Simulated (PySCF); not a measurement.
Input file for PySCF: R-M06-2X/def2-TZVPPD on N-methylmethanimine (SMILES C=NC).

```python
from pyscf import gto, dft

mol = gto.M(
    atom='''
    C    -0.87117176    0.98217052    0.08530888
    N    -0.11875750    0.13958578    0.64317204
    C     0.56416924   -0.86247084   -0.15016902
    H    -1.37650676    1.72740964    0.69348369
    H    -1.04150251    0.99873208   -0.99527204
    H     0.34360864   -0.78095898   -1.21971435
    H     1.63898639   -0.76360373    0.00986895
    H     0.27397852   -1.85130364    0.20846698
    ''',
    basis='def2-tzvppd',
    charge=0, spin=0, verbose=4, max_memory=1800)
mf = dft.RKS(mol, xc='m062x').density_fit(auxbasis='def2-universal-jkfit')
mf.grids.level = 4
mf.conv_tol = 1e-9
mf.max_cycle = 150
mf.kernel()
mf.dip_moment()
```

It printed:

```
PySCF version 2.14.0

[INPUT] verbose = 4
[INPUT] num. atoms = 8
[INPUT] num. electrons = 24
[INPUT] charge = 0
[INPUT] spin (= nelec alpha-beta = 2S) = 0
[INPUT] symmetry False subgroup None
[INPUT] Mole.unit = angstrom
[INPUT] Symbol           X                Y                Z      unit          X                Y                Z       unit  Magmom
[INPUT]  1 C     -0.871171760000   0.982170520000   0.085308880000 AA   -1.646276033855   1.856033290422   0.161210419193 Bohr   0.0
[INPUT]  2 N     -0.118757500000   0.139585780000   0.643172040000 AA   -0.224419150238   0.263778895084   1.215419006578 Bohr   0.0
[INPUT]  3 C      0.564169240000  -0.862470840000  -0.150169020000 AA    1.066125351504  -1.629833678024  -0.283778320194 Bohr   0.0
[INPUT]  4 H     -1.376506760000   1.727409640000   0.693483690000 AA   -2.601220785012   3.264331124534   1.310494245953 Bohr   0.0
[INPUT]  5 H     -1.041502510000   0.998732080000  -0.995272040000 AA   -1.968154501947   1.887330103017  -1.880791575037 Bohr   0.0
[INPUT]  6 H      0.343608640000  -0.780958980000  -1.219714350000 AA    0.649326223634  -1.475798586720  -2.304926071702 Bohr   0.0
[INPUT]  7 H      1.638986390000  -0.763603730000   0.009868950000 AA    3.097235398990  -1.443001917396   0.018649612637 Bohr   0.0
[INPUT]  8 H      0.273978520000  -1.851303640000   0.208466980000 AA    0.517744366814  -3.498456853010   0.393945498215 Bohr   0.0

nuclear repulsion = 72.2133664327393
number of shells = 74
number of NR pGTOs = 251
number of NR cGTOs = 196
basis = def2-tzvppd
ecp = {}


******** <class 'pyscf.df.df_jk.DFRKS'> ********
method = DFRKS
initial guess = minao
damping factor = 0
level_shift factor = 0
DIIS = <class 'pyscf.scf.diis.CDIIS'>
diis_start_cycle = 1
diis_space = 8
diis_damp = 0
SCF conv_tol = 1e-09
SCF conv_tol_grad = None
SCF max_cycles = 150
direct_scf = False
XC library pyscf.dft.libxc version 7.1.2
    S. Lehtola, C. Steigemann, M. J. T. Oliveira, and M. A. L. Marques,  SoftwareX 7, 1–5 (2018)
XC functionals = m062x
    Y. Zhao and D. G. Truhlar,  Theor. Chem. Acc. 120, 215 (2008)
    Y. Zhao and D. G. Truhlar,  Theor. Chem. Acc. 120, 215 (2008)
radial grids:
    Treutler-Ahlrichs [JCP 102, 346 (1995); DOI:10.1063/1.469408] (M4) radial grids

becke partition: Becke, JCP 88, 2547 (1988); DOI:10.1063/1.454033
pruning grids: <function nwchem_prune>
grids dens level: 4
symmetrized grids: False
atomic radii adjust function: <function treutler_atomic_radii_adjust>
small_rho_cutoff = 0
Set gradient conv threshold to 3.16228e-05
Initial guess from minao.
tot grids = 163632
******** <class 'pyscf.df.df.DF'> ********
auxbasis = def2-universal-jkfit
init E= -134.172668821741
  HOMO = -0.287310554235702  LUMO = -0.0556941008861571  gap/eV = 6.30260
cycle= 1 E= -133.908010180143  delta_E= 0.265  |g|= 0.255  |ddm|= 2.08
  HOMO = -0.273120210397138  LUMO = 0.0195785757072898  gap/eV = 7.96474
cycle= 2 E= -133.906454412233  delta_E= 0.00156  |g|=  0.3  |ddm|= 0.812
  HOMO = -0.319997995124957  LUMO = 0.0219646834849982  gap/eV = 9.30528
cycle= 3 E= -133.925456499054  delta_E= -0.019  |g|= 0.0519  |ddm|= 0.358
  HOMO = -0.320180333365499  LUMO = 0.0220651847722724  gap/eV = 9.31297
cycle= 4 E= -133.926026975454  delta_E= -0.00057  |g|= 0.0112  |ddm|= 0.051
  HOMO = -0.318898071584997  LUMO = 0.0221483624291761  gap/eV = 9.28035
cycle= 5 E= -133.926055901055  delta_E= -2.89e-05  |g|= 0.00297  |ddm|= 0.0163
  HOMO = -0.319319627269529  LUMO = 0.0220708942094308  gap/eV = 9.28971
cycle= 6 E= -133.926058511518  delta_E= -2.61e-06  |g|= 0.000954  |ddm|= 0.00371
  HOMO = -0.319307363362185  LUMO = 0.0220876592521255  gap/eV = 9.28983
cycle= 7 E= -133.926058741016  delta_E= -2.29e-07  |g|= 0.000284  |ddm|= 0.00173
  HOMO = -0.319329065075827  LUMO = 0.0220856154522054  gap/eV = 9.29037
cycle= 8 E= -133.926058761147  delta_E= -2.01e-08  |g|= 8.14e-05  |ddm|= 0.000503
  HOMO = -0.319343617078729  LUMO = 0.0220854994969222  gap/eV = 9.29076
cycle= 9 E= -133.926058762674  delta_E= -1.53e-09  |g|= 1.67e-05  |ddm|= 0.000132
  HOMO = -0.319343381039999  LUMO = 0.0220857976142361  gap/eV = 9.29076
cycle= 10 E= -133.92605876275  delta_E= -7.57e-11  |g|= 1.97e-06  |ddm|= 2.92e-05
  HOMO = -0.319343557219156  LUMO = 0.0220858104714805  gap/eV = 9.29077
Extra cycle  E= -133.92605876275  delta_E= -7.39e-13  |g|= 1.37e-06  |ddm|= 7.85e-06
converged SCF energy = -133.92605876275
Dipole moment(X, Y, Z, Debye): -0.25840,  0.04731, -1.51753
```

The run converged.

Cost: around 12 core-seconds (rough).
